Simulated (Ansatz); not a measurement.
Geometry optimisation of C₃H₁₀BN, SMILES `CCBNC`.

```yaml
crystal:
  periodic: [false, false, false]
  atoms:
    - {symbol: C, position_ang: [-0.875762, 0.257152, 1.903961]}
    - {symbol: C, position_ang: [0.573180, 0.424902, 1.433097]}
    - {symbol: B, position_ang: [0.881930, 0.129428, -0.093368]}
    - {symbol: N, position_ang: [-0.123646, -0.242082, -0.996180]}
    - {symbol: C, position_ang: [0.017302, -0.539425, -2.408440]}
    - {symbol: H, position_ang: [-1.237699, -0.782681, 1.752083]}
    - {symbol: H, position_ang: [-1.004837, 0.486791, 2.981921]}
    - {symbol: H, position_ang: [-1.568041, 0.927868, 1.349979]}
    - {symbol: H, position_ang: [1.254992, -0.213481, 2.041561]}
    - {symbol: H, position_ang: [0.932505, 1.459173, 1.646383]}
    - {symbol: H, position_ang: [2.019995, 0.224921, -0.533350]}
    - {symbol: H, position_ang: [-1.086166, -0.322804, -0.652901]}
    - {symbol: H, position_ang: [1.080151, -0.438864, -2.698536]}
    - {symbol: H, position_ang: [-0.307905, -1.575157, -2.652609]}
    - {symbol: H, position_ang: [-0.577899, 0.153559, -3.044301]}
basis:
  gaussian: {orbitals: def2-TZVP}
hamiltonian: {xc: pbe0, dispersion: d4}
relax: {f_tol: 0.005, max_steps: 150}
```

```sh
$ ansatz run in.yaml --threads 4 --pin off --events-out ev --progress --plain --max-ram 10444MiB
```

Shortened log:

```
Functional definition: PBE0
mean field -5436.82757977 eV, -199.7997283425 hartree, gradient 3.9e-5 eV, S^2 0.000000; 0 other end points of the search recorded, 0 dependent functions left out
relax step   1: F+E_penalty+E_count = -5437.03601734 eV  Δ(F+E_penalty+E_count) = +0.000e0 eV  max|allowed force component| = 6.376e-1 eV/Å  Δτ_max = 0.0000 Å  (28 SCF iters, accepted)
mean field -5436.88016622 eV, -199.8016608589 hartree, gradient 9.9e-6 eV, S^2 0.000000; 0 other end points of the search recorded, 0 dependent functions left out
relax step   2: F+E_penalty+E_count = -5437.08970787 eV  Δ(F+E_penalty+E_count) = -5.369e-2 eV  max|allowed force component| = 1.684e-1 eV/Å  Δτ_max = 0.0296 Å  (32 SCF iters, accepted)
mean field -5436.88430289 eV, -199.8018128786 hartree, gradient 9.7e-6 eV, S^2 0.000000; 0 other end points of the search recorded, 0 dependent functions left out
relax step   3: F+E_penalty+E_count = -5437.09422846 eV  Δ(F+E_penalty+E_count) = -4.521e-3 eV  max|allowed force component| = 4.796e-2 eV/Å  Δτ_max = 0.0129 Å  (32 SCF iters, accepted)
mean field -5436.88442109 eV, -199.8018172223 hartree, gradient 9.8e-6 eV, S^2 0.000000; 0 other end points of the search recorded, 0 dependent functions left out
relax step   4: F+E_penalty+E_count = -5437.09434913 eV  Δ(F+E_penalty+E_count) = -1.207e-4 eV  max|allowed force component| = 4.196e-2 eV/Å  Δτ_max = 0.0099 Å  (31 SCF iters, accepted)
mean field -5436.88452806 eV, -199.8018211536 hartree, gradient 9.8e-6 eV, S^2 0.000000; 0 other end points of the search recorded, 0 dependent functions left out
relax step   5: F+E_penalty+E_count = -5437.09444056 eV  Δ(F+E_penalty+E_count) = -9.144e-5 eV  max|allowed force component| = 1.065e-2 eV/Å  Δτ_max = 0.0027 Å  (32 SCF iters, accepted)
mean field -5436.88456962 eV, -199.8018226807 hartree, gradient 9.8e-6 eV, S^2 0.000000; 0 other end points of the search recorded, 0 dependent functions left out
relax step   6: F+E_penalty+E_count = -5437.09447142 eV  Δ(F+E_penalty+E_count) = -3.086e-5 eV  max|allowed force component| = 1.653e-3 eV/Å  Δτ_max = 0.0054 Å  (32 SCF iters, accepted)
mean field -5436.88456962 eV, -199.8018226807 hartree, gradient 9.8e-6 eV, S^2 0.000000; 1 other end points of the search recorded, 0 dependent functions left out
Total energy: -5437.09450764 eV, -199.8095377607 hartree
Atom 0 at    -0.869681     0.260697     1.885017 Å, force    -0.000204     0.000782    -0.000649 eV/Å
Atom 1 at     0.572146     0.419769     1.420570 Å, force     0.000255    -0.000000     0.000349 eV/Å
Atom 2 at     0.869745     0.129952    -0.096983 Å, force    -0.001653    -0.000634    -0.000186 eV/Å
Atom 3 at    -0.129828    -0.246833    -0.984292 Å, force    -0.000976    -0.000077     0.000197 eV/Å
Atom 4 at     0.019269    -0.535948    -2.390031 Å, force     0.000576    -0.000013    -0.000107 eV/Å
Atom 5 at    -1.230449    -0.761076     1.729942 Å, force    -0.000163    -0.000339    -0.000633 eV/Å
Atom 6 at    -0.987731     0.482847     2.948464 Å, force     0.000198    -0.000036    -0.000156 eV/Å
Atom 7 at    -1.542453     0.932061     1.341887 Å, force    -0.000155     0.000635     0.000587 eV/Å
Atom 8 at     1.232646    -0.222987     2.018182 Å, force     0.000256    -0.000164     0.000039 eV/Å
Atom 9 at     0.927881     1.435606     1.640397 Å, force     0.000469    -0.000505     0.000118 eV/Å
Atom 10 at     1.986171     0.228879    -0.535307 Å, force     0.000294     0.000568     0.000073 eV/Å
Atom 11 at    -1.076281    -0.337764    -0.645761 Å, force     0.000952    -0.000101     0.000767 eV/Å
Atom 12 at     1.066556    -0.417693    -2.667595 Å, force     0.000112     0.000336    -0.000139 eV/Å
Atom 13 at    -0.283170    -1.561185    -2.626688 Å, force     0.000449    -0.000116     0.000018 eV/Å
Atom 14 at    -0.576720     0.142976    -3.008504 Å, force    -0.000410    -0.000336    -0.000277 eV/Å
Dipole moment:    -0.252284    -0.078973    -0.154284 e Å
```

Hardware: 4 threads of an Arm Neoverse V1 on a shared host. Wall time 23 s, peak host memory 0.53 GiB.
